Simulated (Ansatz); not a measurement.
# Relaxing a trial structure of BFH3InSi

The starting geometry of this gas-phase singlet was optimised with GFN2-xTB.

```xyz
7

B    -0.5572    0.3617   -1.2143
F    -2.9931   -1.5229   -1.1095
In   -1.9511    2.2347   -2.9405
Si   -2.5140    0.0775   -1.2980
H    -0.4216    1.5775   -0.9426
H     0.1863   -0.3034   -0.5805
H    -0.2865    0.3011   -2.4429
```

Task: Predict what it relaxes into with PBE0-D3(BJ)/def2-SVP.

Result: A new bond forms, giving a structure with H7 bridging B1 and Si4, given below by its coordinates. Contacts that close: Si4–H7 (2.51 → 1.75 Å).

The energy falls by 0.59 eV over 20 steps:

```tsv
step	E − E(last) (eV)
1	0.590
3	0.338
5	0.135
7	0.042
9	0.032
12	0.012
14	0.004
16	0.001
18	0.000
20	0.000
```

Final geometry (Å):

```xyz
7

B    -0.3100    0.3169   -0.8427
F    -2.9230   -1.0760   -1.5656
In   -3.0371    2.2093   -3.3436
Si   -2.1298    0.3569   -1.3982
H     0.1508    1.4422   -0.8423
H     0.2870   -0.6227   -0.3762
H    -0.5751    0.0996   -2.1599
```

Frequencies at the end are all real (lowest 50 cm⁻¹). Atoms past krypton carry core potentials, without spin–orbit terms. Run with Ansatz 0.2.0, 71 s on 1 thread of Arm Neoverse V2 (shared host).
